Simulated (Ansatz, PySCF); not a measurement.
Complex: N2 (SMILES N#N) (first 2 atoms) with CH2O (SMILES C=O); geometry from B3LYP-D3(BJ)/def2-TZVP, rigid monomers moved along the line of their centres of mass till N2···C3 is 2.87 Å.
(charge 0, multiplicity 1):
```xyz
6

N     -0.3431     0.1055    -0.8559
N      0.2646    -0.0814     0.0303
C      0.5551    -0.2334     2.8805
O     -0.4907     0.0354     3.4020
H      0.8238    -1.2701     2.6006
H      1.3122     0.5398     2.6471
```

Quantity: the interaction energy.

Monomers are frozen at their geometry in the pair; levels with a basis set take the counterpoise correction.

Frozen-core correlation. CBS(a, b) extrapolates the correlation energy as X⁻³ and adds the Hartree–Fock energy of set b.

Codes used: Ansatz (a quantum-chemistry and plane-wave program); PySCF for the dispersion terms. Each number belongs to the level named beside it.

Costs are ratios of core time to PBE/def2-TZVPPD (roughly 4 s), for whole runs (searches for the state included, and forces where a run took them) on one shared machine, so rough; each difference counts from -15.6 meV (CCSD(T)/CBS(aug-cc-pVDZ, aug-cc-pVTZ), a level with limits of its own).

A star marks coupled-cluster runs past 200 virtual orbitals, where the program's memory plan changes under this machine's limit, so their costs aren't comparable with smaller runs.

```tsv
level	basis functions	cost	difference (meV)
PBE/def2-TZVPPD	185	×1	18.5
PBE-D3(BJ)/def2-TZVPPD	185	×1	-10.4
PBE0/def2-TZVPPD	185	×1	22.5
PBE0-D3(BJ)/def2-TZVPPD	185	×1	-4.4
B3LYP/def2-TZVPPD	185	×1	43.2
B3LYP-D3(BJ)/def2-TZVPPD	185	×1	-2.8
r2SCAN/def2-TZVPPD	185	×2	10.9
r2SCAN-D3(BJ)/def2-TZVPPD	185	×2	-0.1
wB97X-V/def2-TZVPPD	185	×3	1.8
wB97M-V/def2-TZVPPD	185	×4	1.8
CCSD(T)/aug-cc-pVDZ	110	×5	14.4
CCSD(T)/aug-cc-pVTZ	230	×80*	3.9
```

With a budget of 10 times the cost of PBE/def2-TZVPPD, the closest level: r2SCAN-D3(BJ)/def2-TZVPPD, at -0.1 meV; next is wB97M-V/def2-TZVPPD at 1.8 meV.
